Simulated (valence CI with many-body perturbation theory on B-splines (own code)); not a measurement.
Ne V: calculated level list

Level of theory: valence CI with perturbative core correlation (CI+MBPT): four valence electrons over a frozen Dirac-Fock core [He], a basis of 11 s, 11 p, 9 d, 7 f, 5 g, 2 h, 1 i functions for each j, with the one-electron correlation potential Σ1 (screened to all orders), the two-electron term Σ2, the three-electron term Σ3, Breit, model QED; selected single and double excitations, second order for the rest, scaled by the run's own slope (own B-spline code, finite nucleus).

Set against measurement, 24 paired levels are off by 82 cm⁻¹ on average, the worst by 205. These come from a selection out of NIST levels in Podobedova, Fuhr, Reader and Wiese, J. Phys. Chem. Ref. Data 33, 525 (2004). Levels without a partner in it may be off by more. Among the levels kept, up to 260 cm⁻¹ of a level comes from second order outside the variational space, and about a tenth of that is noise between levels of different J, which matters for small intervals. 3 measured levels below the end of the list, from 690000 cm⁻¹ on, found no clear computed partner, and computed levels of the same name lie up to 8653 cm⁻¹ from them.

Levels 1 to 45 of 68, with energies above the lowest level, 2s²2p² ³P_0. "Leading %" is the weight of the configuration and term that name the level; weights of strongly mixed levels are sums over their largest components and can fall short.

```tsv
No.	Configuration	Term	J	E (eV)	Leading %	Second component	g
1	2s²2p²	³P	0	0.000	97		
2	2s²2p²	³P	1	0.051	97		1.501
3	2s²2p²	³P	2	0.137	97		1.501
4	2s²2p²	¹D	2	3.768	97		1.000
5	2s²2p²	¹S	0	7.946	94	5 % 2p⁴ ¹S	
6	2s2p³	⁵S°	2	10.940	100		2.002
7	2s2p³	³D°	3	21.806	99		1.334
8	2s2p³	³D°	2	21.815	99		1.167
9	2s2p³	³D°	1	21.818	99		0.499
10	2s2p³	³P°	2	25.822	99		1.501
11	2s2p³	³P°	1	25.822	99		1.500
12	2s2p³	³P°	0	25.826	99		
13	2s2p³	¹D°	2	33.571	98		1.000
14	2s2p³	³S°	1	34.666	98		2.001
15	2s2p³	¹P°	1	37.705	98		1.000
16	2p⁴	³P	2	51.181	96		1.500
17	2p⁴	³P	1	51.279	96		1.501
18	2p⁴	³P	0	51.322	96		
19	2p⁴	¹D	2	54.150	96		1.000
20	2p⁴	¹S	0	62.090	92	5 % 2s²2p² ¹S	
21	2s²2p3s	³P°	0	73.911	94		
22	2s²2p3s	³P°	1	73.959	93		1.498
23	2s²2p3s	³P°	2	74.070	94		1.501
24	2s²2p3s	¹P°	1	75.029	94		1.002
25	2s²2p3p	¹P	1	78.819	93		0.996
26	2s²2p3p	³D	1	79.389	93		0.504
27	2s²2p3p	³D	2	79.445	94		1.167
28	2s²2p3p	³D	3	79.541	94		1.334
29	2s²2p3p	³S	1	80.198	93		1.996
30	2s²2p3p	³P	0	80.673	89	5 % 2s2p²3s ³P	
31	2s²2p3p	³P	1	80.713	88	5 % 2s2p²3s ³P	1.505
32	2s²2p3p	³P	2	80.768	89	5 % 2s2p²3s ³P	1.500
33	2s²2p3p	¹D	2	82.245	94		1.000
34	2s²2p3p	¹S	0	83.982	93		
35	2s²2p3d	³F°	2	85.626	50	44 % 2s²2p3d ¹D°	0.824
36	2s²2p3d	³F°	3	85.725	94		1.084
37	2s²2p3d	¹D°	2	85.728	50	44 % 2s²2p3d ³F°	0.844
38	2s²2p3d	³F°	4	85.801	94		1.250
39	2s2p²3s	⁵P	1	86.397	98		2.503
40	2s2p²3s	⁵P	2	86.450	98		1.835
41	2s2p²3s	⁵P	3	86.520	98		1.668
42	2s²2p3d	³D°	1	86.565	93		0.510
43	2s²2p3d	³D°	2	86.586	92		1.173
44	2s²2p3d	³D°	3	86.622	94		1.333
45	2s²2p3d	³P°	2	87.003	92		1.493
```

Names give the largest LS component (configuration and term), which can be under half, so a name can repeat, a term be missing and a line seem to break the LS rules; names also repeat where a configuration has a term twice.

Where two levels of one J and parity lie close, their mixing, g and order are uncertain.

The ionisation energy to 2s²2p ²P°1/2 of the next ion comes out as 126.27 eV (NIST: 126.247 eV (measured)). All 68 levels together are meant to be complete up to 96.375 eV.
